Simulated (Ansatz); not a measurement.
Molecule: C₂H₇Si, charge 0, multiplicity 2. It need not be the lowest isomer of its formula. SMILES: CC[SiH2]
Coordinates optimised at B3LYP-D3(BJ)/def2-TZVP (Ansatz, a quantum-chemistry and plane-wave program):
```
C
H 1 1.0934
H 1 1.0934 2 106.23
C 1 1.5373 2 110.20 3 -119.36
H 4 1.0916 1 111.34 2 -61.53
H 4 1.0916 5 107.55 1 122.24
H 4 1.0931 5 107.69 6 115.80
Si 1 1.8883 2 108.40 3 116.32
H 8 1.4890 1 111.09 2 -176.76
H 8 1.4890 9 108.91 1 122.67
```
Charge 0, spin multiplicity 2.

Quantity: atomisation energy (electronic, to ground-state atoms), in kcal/mol. Valence correlation only, unless marked. Open shells are spin-unrestricted. Spin-orbit coupling is left out. Non-relativistic. The coupled-cluster limit lacks core correlation, which all-electron functionals hold. Basis-set limits of correlation are two-point, X^-3; Hartree-Fock from the larger set.

| level | program | atomisation energy (kcal/mol) |
|---|---|---|
| SVWN5/def2-TZVPD | Ansatz | 920.2 |
| PBE/def2-TZVPD | Ansatz | 826.1 |
| BLYP/def2-TZVPD | Ansatz | 808.6 |
| revPBE-D3(BJ)/def2-TZVPD | Ansatz + dftd3 | 814.8 |

Q: What does CCSD(T)/CBS(aug-cc-pV(T+d)Z,aug-cc-pV(Q+d)Z) (Ansatz) give?

A: 822.6 kcal/mol
